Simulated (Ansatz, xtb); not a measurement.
**GaH7Si2: where a starting geometry ends**

The starting geometry of this gas-phase singlet has its atoms placed at random.

```xyz
10

Ga   -2.5203    0.1644   -0.1853
Si   -0.0069   -1.6895    0.6985
Si    0.4797   -0.5547   -1.5720
H     0.1297    1.0735   -1.3995
H    -0.2588   -2.5299   -0.2011
H    -1.3248    1.1085   -0.4144
H    -1.1549   -0.9417   -1.5436
H    -1.1931    0.1259   -1.8792
H     0.8202   -0.4406    0.2622
H     1.7923   -1.4405   -1.1527
```

Task: One run relaxed it with r2SCAN-D4/def2-SVP. What is a likely outcome?

Result: It ends as `[SiH3][SiH2][GaH2]`. Distances that change by over a tenth: Si2–H5 (1.26 → 1.50 Å), Si3–H4 (1.67 → 1.50 Å), Si3–H7 (1.68 → 1.50 Å), Si3–H8 (1.83 → 4.74 Å). Contacts that close: Ga1–Si2 (3.25 → 2.40 Å), Ga1–H8 (2.15 → 1.57 Å), Si2–Si3 (2.58 → 2.35 Å).

The energy falls by 9.01 eV over 52 steps:

| step | E − E(last) (eV) |
| --- | --- |
| 1 | 9.012 |
| 7 | 2.939 |
| 12 | 2.079 |
| 18 | 0.610 |
| 24 | 0.088 |
| 29 | 0.050 |
| 35 | 0.038 |
| 41 | 0.021 |
| 46 | 0.004 |
| 52 | 0.000 |

Final geometry (Å):

```xyz
10

Ga   -2.3477   -0.0850   -0.0582
Si   -0.2330   -1.2174   -0.0177
Si    1.1032   -0.3412   -1.7442
H     1.2926    1.1292   -1.5433
H    -0.3603   -2.6936   -0.2426
H    -2.5258    1.2836    0.6857
H     0.4333   -0.5472   -3.0661
H    -3.5491   -0.6564   -0.8874
H     0.5026   -1.0018    1.2706
H     2.4473   -0.9949   -1.7840
```

From the same start GFN2-xTB ends elsewhere, in pieces: GaH3Si + H4Si.

From so rough a start the end depends on the optimiser's path, so another program may land elsewhere. The end wasn't checked by frequencies. Run with Ansatz 0.2.0, 2.1 min on 2 threads of AMD EPYC 7R43 64-Core Processor (Zen 3), on a shared host.
